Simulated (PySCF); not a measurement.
Two-component Hartree-Fock for Sr+ (strontium, charge +1)

Start: [Kr] 4d1; 4d5/2 filled at m_j = +5/2. Calculated with PySCF 2.14 in x2c-SVPall-2c with one added diffuse shell each of s, d type (7s7p7d1f, 70 functions): generalised Hartree-Fock with the X2C-1e Hamiltonian and a Gaussian nucleus; one run each with spin-orbit coupling (SO) switched off, then screened by Boettger's factors. This is a chosen level, not necessarily the ground level.

| spinor shell | electrons | ε, spin-free (eV) | ε, screened SO (eV) | weight of nominal j (screened SO) | rms radius, screened SO (bohr) |
| --- | --- | --- | --- | --- | --- |
| 1s1/2 | 2 | -16198.7 | -16198.2 | 1.000 | 0.0451 |
| 2s1/2 | 2 | -2263.9 | -2263.8 | 1.000 | 0.187 |
| 2p1/2 | 2 | -2006.9 | -2054.2 | 1.000 | 0.164 |
| 2p3/2 | 4 | -2006.9 | -1984.5 | 1.000 | 0.167 |
| 3s1/2 | 2 | -383.11 | -383.10 | 1.000 | 0.524 |
| 3p1/2 | 2 | -297.39 | -304.97 | 1.000 | 0.527 |
| 3p3/2 | 4 | -297.39 | -293.82 | 1.000 | 0.538 |
| 3d3/2 | 4 | -155.68 | -156.81 | 1.000 | 0.545 |
| 3d5/2 | 6 | -155.68 | -154.95 | 1.000 | 0.549 |
| 4s1/2 | 2 | -56.723 | -56.741 | 1.000 | 1.47 |
| 4p1/2 | 2 | -33.902 | -34.595 | 0.945 | 1.68 |
| 4p3/2 | 4 | -33.902 | -33.603 | 0.972 | 1.70 |
| 4d5/2 | 1 | -8.607 | -8.592 | 1.000 | 3.45 |

| quantity | spin-free | screened SO |
| --- | --- | --- |
| E (hartree) | -3176.66634 | -3176.90002 |
| M_J | 5/2 | 5/2 |
| ⟨J²⟩ | 8.754 | 8.754 |
| ⟨L²⟩ | 6.003 | 6.008 |
| ⟨S²⟩ | 0.751 | 0.756 |

Each row is a mean over spinors that exchange with the open shell spreads, by up to 1.790 eV (4p3/2).

Breit and QED terms are absent; they matter most for the inner s and p1/2 levels.

Densities and radii are taken from the X2C orbitals without a picture-change correction, which distorts them close to the nucleus.

Without spin-orbit coupling the j labels of p, d and f shells carry no meaning; the spin-free column gives the mean over the occupied spinors of each nl shell.
